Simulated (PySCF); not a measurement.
**Fractional electron number in Rh⁺ (rhodium, charge +1)**

The 4d beta orbital of [Kr] 4d8 is emptied in steps (occupation f), with all orbitals relaxed, ending at [Kr] 4d7. All numbers are calculated (PySCF 2.14, a scalar-relativistic core potential, in aug-cc-pVTZ-PP with ECP28MDF (6s6p5d3f2g, 88 functions)). The exact energy is a straight line in f; departures are measured from the line between the end points of the same method.

```tsv
f	BHandHLYP (eV)	wB97X (eV)	BLYP (eV)
1	0.000	0.000	0.000
0.75	-0.375	-0.240	-1.048
0.5	-0.510	-0.328	-1.410
0.25	-0.391	-0.252	-1.067
0	0.000	0.000	0.000
```

Q: For BLYP, how does the orbital energy at f = 1 compare with the removal energy?

A: −ε = 13.020 eV against a total-energy difference of 18.548 eV. By Janak's theorem ε = ∂E/∂f, so the gap between them reflects the curvature. Along the path −ε is 15.713 (f = 0.75), 18.497 (f = 0.5), 21.358 (f = 0.25) eV.

| method | E(f=0) − E(f=1) (eV) | −ε at f=1 (eV) | −ε at f=0.5 (eV) |
| --- | --- | --- | --- |
| BHandHLYP | 18.081 | 16.128 | 18.038 |
| wB97X | 18.292 | 17.054 | 18.259 |
| BLYP | 18.548 | 13.020 | 18.497 |

Reference removal energy between the ground levels: 18.08 eV (semi-empirical (NIST evaluation); NIST Atomic Spectra Database, ionization energies). The calculation has no spin-orbit coupling. The determinant left behind need not be the lowest term of the ion.
